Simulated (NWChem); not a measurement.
System: C3H2F2O2; SMILES O=C1COC1(F)F

Excerpt of the output:

```
             Northwest Computational Chemistry Package (NWChem) 7.3.0
             --------------------------------------------------------

 CS  symmetry detected

                             Geometry "geometry" -> ""
                             -------------------------

 Output coordinates in angstroms (scale by  1.889725989 to convert to a.u.)

  No.       Tag          Charge          X              Y              Z
 ---- ---------------- ---------- -------------- -------------- --------------
    1 O                    8.0000     1.23697113     1.71761132     0.00000000
    2 C                    6.0000     0.30019902     0.97165915     0.00000000
    3 C                    6.0000    -1.23192646     1.07711703     0.00000000
    4 O                    8.0000    -1.30737464    -0.37864844     0.00000000
    5 C                    6.0000     0.07652895    -0.57961467     0.00000000
    6 F                    9.0000     0.50310363    -1.25478464     1.08760400
    7 F                    9.0000     0.50310363    -1.25478464    -1.08760400
    8 H                    1.0000    -1.68072317     1.52972570    -0.91057400
    9 H                    1.0000    -1.68072317     1.52972570     0.91057400

 Effective nuclear repulsion energy (a.u.)     315.5869818453

      Symmetry information
      --------------------

 Group name             Cs
 Group number              2
 Group order               2
 No. of unique centers     7

                                 NWChem DFT Module
                                 -----------------

 Summary of "ao basis" -> "ao basis" (spherical)
 ------------------------------------------------------------------------------
       Tag                 Description            Shells   Functions and Types
 ---------------- ------------------------------  ------  ---------------------
 O                          cc-pvdz                  6       14   3s2p1d
 C                          cc-pvdz                  6       14   3s2p1d
 F                          cc-pvdz                  6       14   3s2p1d
 H                          cc-pvdz                  3        5   2s1p

      Symmetry analysis of basis
      --------------------------

        a'         69
        a"         39

            General Information
            -------------------
          SCF calculation type: DFT
          Wavefunction type:  closed shell.
          No. of atoms     :     9
          No. of electrons :    54
           Alpha electrons :    27
            Beta electrons :    27
          Charge           :     0
          Spin multiplicity:     1
          Use of symmetry is: on ; symmetry adaption is: on
          Maximum number of iterations: 150
          AO basis - number of functions:   108
                     number of shells:    48
          Convergence on energy requested:  1.00D-06
          Convergence on density requested:  1.00D-05
          Convergence on gradient requested:  5.00D-04

              XC Information
              --------------
                         PBE0 Method XC Functional
                     Hartree-Fock (Exact) Exchange  0.250
          PerdewBurkeErnzerhof Exchange Functional  0.750
            Perdew 1991 LDA Correlation Functional  1.000 local
           PerdewBurkeErnz. Correlation Functional  1.000 non-local

             Grid Information
             ----------------
          Grid used for XC integration:  medium
          Radial quadrature: Mura-Knowles
          Angular quadrature: Lebedev.
          Tag              B.-S. Rad. Rad. Pts. Rad. Cut. Ang. Pts.
          ---              ---------- --------- --------- ---------
          O                   0.60       49           9.0       434
          C                   0.70       49           9.0       434
          F                   0.50       49          11.0       434
          H                   0.35       45           8.0       434
          Grid pruning is: on
          Number of quadrature shells:   339
          Spatial weights used:  Erf1

      Superposition of Atomic Density Guess
      -------------------------------------

 Sum of atomic energies:        -462.29207090

      Non-variational initial energy
      ------------------------------

 Total energy =    -465.058050
 1-e energy   =   -1265.731459
 2-e energy   =     485.086427
 HOMO         =      -0.285620
 LUMO         =      -0.030807

      Symmetry analysis of molecular orbitals - initial
      -------------------------------------------------

  Numbering of irreducible representations:

     1 a'          2 a"

  Orbital symmetries:

     1 a'          2 a"          3 a'          4 a'          5 a'
     6 a'          7 a'          8 a'          9 a'         10 a"
    11 a'         12 a'         13 a'         14 a'         15 a"
    16 a'         17 a'         18 a'         19 a"         20 a"
    21 a"         22 a'         23 a'         24 a"         25 a'
    26 a"         27 a'         28 a"         29 a'         30 a'
    31 a"         32 a'         33 a'         34 a'         35 a"
    36 a'         37 a'

     ---------------------------------------------
      Total Density - Mulliken Population Analysis
     ---------------------------------------------

    Atom       Charge   Shell Charges
 -----------   ------   -------------------------------------------------------
    1 O    8     8.65   2.00  0.89  0.90  3.02  1.82  0.01
    2 C    6     5.50   2.00  0.72  0.57  1.52  0.53  0.14
    3 C    6     5.77   2.00  0.72  0.42  1.77  0.78  0.08
    4 O    8     8.63   2.00  0.86  0.94  2.94  1.86  0.01
    5 C    6     4.81   2.00  0.67  0.29  1.28  0.35  0.22
    6 F    9     9.41   2.00  0.91  0.99  3.44  2.06  0.00
    7 F    9     9.41   2.00  0.91  0.99  3.44  2.06  0.00
    8 H    1     0.91   0.67  0.21  0.03
    9 H    1     0.91   0.67  0.21  0.03

   convergence    iter        energy       DeltaE   RMS-Dens  Diis-err
 ---------------- ----- ----------------- --------- --------- ---------
 d= 0,ls=0.0,diis     1   -464.8994265712 -7.80D+02  2.11D-02  2.36D+00
 d= 0,ls=0.0,diis     2   -464.2557939730  6.44D-01  1.44D-02  9.70D+00
 d= 0,ls=0.0,diis     3   -465.1473845960 -8.92D-01  3.10D-03  1.70D-01
 d= 0,ls=0.0,diis     4   -465.1577289460 -1.03D-02  1.29D-03  6.41D-02
 d= 0,ls=0.0,diis     5   -465.1634664415 -5.74D-03  2.21D-04  1.59D-03
  Resetting Diis
 d= 0,ls=0.0,diis     6   -465.1635953783 -1.29D-04  6.69D-05  1.27D-04
 d= 0,ls=0.0,diis     7   -465.1636065948 -1.12D-05  5.29D-05  2.02D-05
 d= 0,ls=0.0,diis     8   -465.1636034619  3.13D-06  3.27D-05  5.51D-05
 d= 0,ls=0.0,diis     9   -465.1636083428 -4.88D-06  5.03D-06  8.61D-07
 d= 0,ls=0.0,diis    10   -465.1636084149 -7.21D-08  1.49D-06  3.64D-08

         Total DFT energy =     -465.163608414867
      One electron energy =    -1267.160896210138
           Coulomb energy =      541.043658378037
    Exchange-Corr. energy =      -54.633352428047
 Nuclear repulsion energy =      315.586981845281

 Numeric. integr. density =       53.999986343967

                  Occupations of the irreducible representations
                  ----------------------------------------------

                     irrep           alpha         beta
                     --------     --------     --------
                     a'               19.0         19.0
                     a"                8.0          8.0

                       DFT Final Molecular Orbital Analysis
                       ------------------------------------

 Vector   25  Occ=2.000000D+00  E=-3.953606D-01  Symmetry=a'
              MO Center= -6.4D-01, -8.4D-02,  2.5D-14, r^2= 2.5D+00
   Bfn.  Coefficient  Atom+Function         Bfn.  Coefficient  Atom+Function
  ----- ------------  ---------------      ----- ------------  ---------------
    46      0.395369  4 O  px                49      0.285370  4 O  px
    47      0.265867  4 O  py                 4     -0.221988  1 O  px
    17     -0.201145  2 C  s                 50      0.185283  4 O  py
    60     -0.185095  5 C  px                19      0.181160  2 C  py
    18      0.168196  2 C  px                74      0.145195  6 F  px

 Vector   26  Occ=2.000000D+00  E=-3.423653D-01  Symmetry=a"
              MO Center= -1.1D+00, -5.0D-02,  1.2D-15, r^2= 1.9D+00
   Bfn.  Coefficient  Atom+Function         Bfn.  Coefficient  Atom+Function
  ----- ------------  ---------------      ----- ------------  ---------------
    48      0.558509  4 O  pz                51      0.394581  4 O  pz
    99      0.191716  8 H  s                104     -0.191716  9 H  s
    34     -0.189115  3 C  pz                74      0.145113  6 F  px
    88     -0.145113  7 F  px               100      0.115740  8 H  s
   105     -0.115740  9 H  s                 77      0.102986  6 F  px

 Vector   27  Occ=2.000000D+00  E=-3.040928D-01  Symmetry=a'
              MO Center=  5.2D-01,  9.9D-01, -3.8D-16, r^2= 2.5D+00
   Bfn.  Coefficient  Atom+Function         Bfn.  Coefficient  Atom+Function
  ----- ------------  ---------------      ----- ------------  ---------------
     5      0.396858  1 O  py                 4     -0.300005  1 O  px
    59      0.286574  5 C  s                  8      0.280478  1 O  py
    31     -0.264973  3 C  s                 32     -0.262376  3 C  px
    61      0.250455  5 C  py                 7     -0.212227  1 O  px
    35     -0.210669  3 C  px                75     -0.155112  6 F  py

 Vector   28  Occ=0.000000D+00  E=-6.999907D-02  Symmetry=a"
              MO Center=  3.5D-01,  1.0D+00,  1.3D-16, r^2= 2.1D+00
   Bfn.  Coefficient  Atom+Function         Bfn.  Coefficient  Atom+Function
  ----- ------------  ---------------      ----- ------------  ---------------
    20      0.502381  2 C  pz                23      0.428683  2 C  pz
     6     -0.409412  1 O  pz                 9     -0.398437  1 O  pz
   100      0.238282  8 H  s                105     -0.238282  9 H  s
    65      0.130758  5 C  pz                51     -0.129404  4 O  pz
    37      0.123244  3 C  pz                62      0.116801  5 C  pz

 Vector   29  Occ=0.000000D+00  E= 6.240681D-02  Symmetry=a'
              MO Center= -9.9D-01,  6.2D-01, -3.2D-16, r^2= 2.6D+00
   Bfn.  Coefficient  Atom+Function         Bfn.  Coefficient  Atom+Function
  ----- ------------  ---------------      ----- ------------  ---------------
    17      1.040599  2 C  s                 36     -0.719160  3 C  py
    45     -0.624168  4 O  s                 35     -0.544389  3 C  px
    59     -0.531023  5 C  s                 64     -0.477255  5 C  py
    21     -0.371146  2 C  px                33     -0.349020  3 C  py
    50     -0.347278  4 O  py                22     -0.294374  2 C  py

 Vector   30  Occ=0.000000D+00  E= 6.888911D-02  Symmetry=a'
              MO Center= -1.7D+00,  1.6D+00,  4.5D-14, r^2= 3.9D+00
   Bfn.  Coefficient  Atom+Function         Bfn.  Coefficient  Atom+Function
  ----- ------------  ---------------      ----- ------------  ---------------
    31      1.618820  3 C  s                100     -1.271448  8 H  s
   105     -1.271448  9 H  s                 35     -0.523440  3 C  px
    36      0.498070  3 C  py                30      0.202790  3 C  s
    22     -0.167907  2 C  py                 3      0.165629  1 O  s
    33      0.135015  3 C  py                32     -0.133319  3 C  px

     ---------------------------------------------
      Total Density - Mulliken Population Analysis
     ---------------------------------------------

    Atom       Charge   Shell Charges
 -----------   ------   -------------------------------------------------------
    1 O    8     8.14   2.01  0.86  0.89  2.79  1.57  0.02
    2 C    6     6.01   2.01  0.71  0.54  1.96  0.63  0.17
    3 C    6     5.88   2.01  0.68  0.39  2.03  0.67  0.10
    4 O    8     8.31   2.01  0.84  0.96  2.82  1.66  0.02
    5 C    6     5.51   2.01  0.73  0.21  1.88  0.40  0.29
    6 F    9     9.17   2.01  0.90  1.00  3.32  1.93  0.01
    7 F    9     9.17   2.01  0.90  1.00  3.32  1.93  0.01
    8 H    1     0.91   0.73  0.14  0.03
    9 H    1     0.91   0.73  0.14  0.03

     -------------------------------------------
      Total Density - Lowdin Population Analysis
     -------------------------------------------

    Atom       Charge   Shell Charges
 -----------   ------   -------------------------------------------------------
    1 O    8     7.94   1.91  0.85  0.74  2.62  1.79  0.03
    2 C    6     6.08   1.88  0.62  0.39  1.76  0.99  0.44
    3 C    6     6.01   1.89  0.58  0.39  1.81  1.08  0.25
    4 O    8     7.98   1.92  0.84  0.70  2.67  1.83  0.03
    5 C    6     6.16   1.89  0.60  0.37  1.70  0.93  0.67
    6 F    9     8.96   1.92  0.93  0.84  3.19  2.07  0.01
    7 F    9     8.96   1.92  0.93  0.84  3.19  2.07  0.01
    8 H    1     0.95   0.61  0.26  0.08
    9 H    1     0.95   0.61  0.26  0.08

     Multipole analysis of the density
     ---------------------------------

     L   x y z        total         alpha         beta         nuclear
     -   - - -        -----         -----         ----         -------
     0   0 0 0     -0.000000    -27.000000    -27.000000     54.000000

     1   1 0 0     -0.713021     -0.356510     -0.356510      0.000000
     1   0 1 0      0.630089      0.315044      0.315044     -0.000000
     1   0 0 1      0.000000      0.000000      0.000000      0.000000

     2   2 0 0    -28.694110    -96.128036    -96.128036    163.561963
     2   1 1 0     -3.780713      1.726158      1.726158     -7.233029
     2   1 0 1      0.000000      0.000000      0.000000      0.000000
     2   0 2 0    -28.876853   -143.730386   -143.730386    258.583920
     2   0 1 1     -0.000000     -0.000000     -0.000000      0.000000
     2   0 0 2    -27.288612    -54.622580    -54.622580     81.956548
```

Level: PBE0/cc-pVDZ. The geometry was optimised at PBE-D3(BJ)/def2-SVP.

Question: Which NWChem input produces such a log?

Answer: This is not unique; one that fits is the input that was run:
```
start job
memory heap 200 mb stack 900 mb global 1100 mb
geometry units angstroms noautoz
  O      1.241183     1.712716     0.000000
  C      0.304535     0.966608     0.000000
  C     -1.227608     1.071811     0.000000
  O     -1.302814    -0.383967     0.000000
  C      0.081123    -0.584703     0.000000
  F      0.507810    -1.259802     1.087604
  F      0.507810    -1.259802    -1.087604
  H     -1.676480     1.524345    -0.910574
  H     -1.676480     1.524345     0.910574
end
basis spherical
  * library cc-pvdz
end
dft
  xc pbe0
  iterations 150
  mulliken
end
task dft energy
```
